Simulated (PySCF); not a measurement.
Species: BFH3Sb.
Bonds: F1–B2, B2–Sb3. Hydrogens: H4 on B2; H5, H6 on Sb3.

Theory: PySCF, PBE0-D3(BJ)/def2-SVP geometry optimisation, gas phase, def2 core potentials past Kr.

(1) Give the optimised bond lengths and angles.

## Answers

(1) 
```tsv
bond	length (bohr)	order
F1–B2	2.489	single
B2–Sb3	4.260	single
B2–H4	2.293	single
Sb3–H5, Sb3–H6	3.235	single
```

Bonds in one row agree within 0.02 bohr and their mean is given. Orders are formal, as drawn. A selection of angles:
```tsv
angle	degrees
F1–B2–Sb3	119.7
F1–B2–H4	117.5
Sb3–B2–H4	122.7
B2–Sb3–H5	92.8
B2–Sb3–H6	91.2
H5–Sb3–H6	93.2
```

Sb3 (antimony bonded to B and 2 H) is pyramidal (angles 93.2°, 92.8° and 91.2°, sum 277.2°, 1.02 Å off the plane of its three neighbours). B2 (three-coordinate boron) is planar (angles 122.7°, 119.7° and 117.5°, sum 359.9°, 0.03 Å off the plane of its three neighbours).

PBE0-D3(BJ)/def2-SVP frequencies: not computed here. One conformer, not necessarily the lowest (F1–B2–Sb3–H 43° and 136°).

Hardware: Arm Neoverse V1, one thread, on a shared host. Cost: 18 s wall, 0.31 GiB resident at most. That covers the optimisation of the geometry.
